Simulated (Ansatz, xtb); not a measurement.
**Relative energy of two isomers of CH7AsB+**

We compare a, `B[AsH2+]C`, a singlet, with b, `CB[AsH3+]`, a singlet. Both are isolated ions in the gas phase, relaxed with PBE-D3(BJ)/def2-SVP; the shapes shown needn't be the lowest conformers.

a (Å):

```xyz
10

C    -0.7575    2.4312   -0.4784
As   -0.7995    0.4958   -0.5412
B    -1.7246   -0.4265    1.0546
H    -2.3901   -1.4037    0.8215
H    -1.5149    0.0729    2.1325
H    -1.3411    0.0554   -1.8832
H     0.6358    0.0048   -0.5520
H    -0.2866    2.7380    0.4746
H    -0.1691    2.7986   -1.3402
H    -1.7958    2.8091   -0.5331
```

b (Å):

```yaml
atoms:
  - { symbol: C, position_ang: [-2.5013, 0.3775, 0.0816] }
  - { symbol: As, position_ang: [0.3262, 1.6630, -0.5510] }
  - { symbol: B, position_ang: [-1.1269, 0.7312, 0.6370] }
  - { symbol: H, position_ang: [-3.2897, 0.4994, 0.8566] }
  - { symbol: H, position_ang: [-2.8220, 0.8054, -0.8852] }
  - { symbol: H, position_ang: [-2.4448, -0.7396, -0.0414] }
  - { symbol: H, position_ang: [-0.6805, 0.5079, 1.7387] }
  - { symbol: H, position_ang: [-0.0154, 1.8965, -2.0055] }
  - { symbol: H, position_ang: [1.6504, 0.9320, -0.5671] }
  - { symbol: H, position_ang: [0.6833, 3.0327, -0.0152] }
```

Problem. Estimate which is lower in electronic energy at CCSD(T)/def2-TZVP, and by roughly how much.

Solution. The CCSD(T)/def2-TZVP calculation puts structure b lower, by 20.0 kJ/mol.

How the difference moves with the method:

```json
{"level": "GFN2-xTB", "geometry": "GFN2-xTB", "E(b) − E(a) (kJ/mol)": "+0.4", "departure from the last row (kJ/mol)": "+20.4", "job, with rough time for the two": "optimisation, 0.18 s"}
{"level": "HF/STO-3G", "geometry": "GFN2-xTB", "E(b) − E(a) (kJ/mol)": "−5.1", "departure from the last row (kJ/mol)": "+14.9", "job, with rough time for the two": "single point, 0.32 s"}
{"level": "r2SCAN-D4/def2-SVP", "geometry": "GFN2-xTB", "E(b) − E(a) (kJ/mol)": "−40.9", "departure from the last row (kJ/mol)": "−20.9", "job, with rough time for the two": "single point, 3.4 s"}
{"level": "PBE-D3(BJ)/def2-SVP", "geometry": "PBE-D3(BJ)/def2-SVP", "E(b) − E(a) (kJ/mol)": "−43.5", "departure from the last row (kJ/mol)": "−23.5", "job, with rough time for the two": "optimisation, 54 s"}
{"level": "HF/def2-TZVP", "geometry": "PBE-D3(BJ)/def2-SVP", "E(b) − E(a) (kJ/mol)": "−13.7", "departure from the last row (kJ/mol)": "+6.4", "job, with rough time for the two": "part of the CCSD(T) run"}
{"level": "MP2/def2-TZVP", "geometry": "PBE-D3(BJ)/def2-SVP", "E(b) − E(a) (kJ/mol)": "−19.0", "departure from the last row (kJ/mol)": "+1.0", "job, with rough time for the two": "part of the CCSD(T) run"}
{"level": "CCSD(T)/def2-TZVP", "geometry": "PBE-D3(BJ)/def2-SVP", "E(b) − E(a) (kJ/mol)": "−20.0", "departure from the last row (kJ/mol)": "", "job, with rough time for the two": "single point, 71 s"}
```

As drawn, b has 1 C–B, 1 As–H in place of 1 C–As, 1 B–H.

GFN2-xTB finds them nearly level. The largest departure from CCSD(T)/def2-TZVP is that of PBE-D3(BJ)/def2-SVP, 23.5 kJ/mol.

With harmonic frequencies from PBE-D3(BJ)/def2-SVP (ideal gas, rigid rotor, one conformer each, 298.15 K, 1 atm): on the last row, ΔE + ΔZPE = −23.9 kJ/mol. A mode under 50 cm⁻¹ makes harmonic enthalpies and free energies unreliable, so none is given.

The correlated steps freeze 11 core orbitals; the filled d shell of As is correlated, in a basis made for valence electrons. Codes used: Ansatz 0.2.0, xtb 6.7.1; the last row on 2 threads of Arm Neoverse V1 on a shared host.
